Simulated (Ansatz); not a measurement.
Start from `OC(F)(F)[SiH2]Cl` and change one atom or group to get `CCC(O)(F)F`.

Ansatz, PBE0-D4/def2-TZVP geometries, multiplicity 1. Each molecule was computed in one conformer, which needn't be the lowest.

```tsv
property	`OC(F)(F)[SiH2]Cl`
HOMO energy (ωB97M-V/def2-TZVPP) / eV	-11.36
HOMO energy (B3LYP/def2-TZVPP) / eV	-8.89
LUMO energy (PBE0/def2-TZVPP) / eV	-0.10
HOMO–LUMO gap (ωB97M-V/def2-TZVPP) / eV	13.10
LUMO energy (PBE/def2-TZVPP) / eV	-1.01
size of the dipole moment (ωB97M-V/def2-TZVPP) / D	0.83
```

Task: Give the same properties after the change, and the shifts. (Best estimate.)

Result: Ansatz gave: 
```
                                          property  `CCC(O)(F)F`  shift
             HOMO energy (ωB97M-V/def2-TZVPP) / eV        -12.20  -0.84
               HOMO energy (B3LYP/def2-TZVPP) / eV         -9.43  -0.54
                LUMO energy (PBE0/def2-TZVPP) / eV          1.22   1.32
           HOMO–LUMO gap (ωB97M-V/def2-TZVPP) / eV         14.80   1.70
                 LUMO energy (PBE/def2-TZVPP) / eV          0.33   1.34
size of the dipole moment (ωB97M-V/def2-TZVPP) / D          0.76  -0.07
```

With PBE0 the HOMO falls by 0.59 eV and the LUMO rises by 1.32 eV, so the gap widens by about 1.91 eV. PBE moves the HOMO by -0.16 eV and ωB97M-V by -0.84 eV. Dipoles are sizes alone; their direction can turn.

B3LYP here is the variant with VWN-RPA as its local correlation; programs differ in this.
